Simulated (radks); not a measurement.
Values are calculated unless marked as measured or tabulated.
Q: The table gives one normalised radial function P(r) = r R(r) of Cu+ in [Ar] 3d10 (r in bohr). Code: a radial shooting solver on a logarithmic mesh with Libxc functionals. Model: non-relativistic Kohn-Sham, Slater X-alpha with alpha = 0.973, spin-polarised, spherical densities, point nucleus.

r             P
0.004042  0.0111
0.005179  0.0180
0.006584  0.0285
0.00837   0.0448
0.01073   0.0712
0.01363   0.1103
0.01733   0.1691
0.02221   0.2591
0.02824   0.3846
0.0359    0.5583
0.046     0.7968
0.05848   1.0849
0.07434   1.4143
0.09526   1.7575
0.1211    2.0258
0.154     2.1493
0.1973    2.0517
0.2508    1.7254
0.3214    1.2253
0.4086    0.7251
0.5194    0.3398
0.6656    0.1149
0.8461    0.0281
1.076     0.0045
1.378     0.0004
1.752     0.0000
2.228     0.0000
2.854     0.0000
3.629     0.0000

Which n and l does it have? It may be an empty orbital.

A: n = 2, l = 1: the number of nodes gives n - l - 1 = 0, the rise at small r (about r^(l+1)) gives l, and the extent must fit the shell. The curve is that of 2p. 2p: eigenvalue -944.86 eV, 0 radial nodes, <r> = 0.206 bohr, 90 % of the charge inside 0.336 bohr.
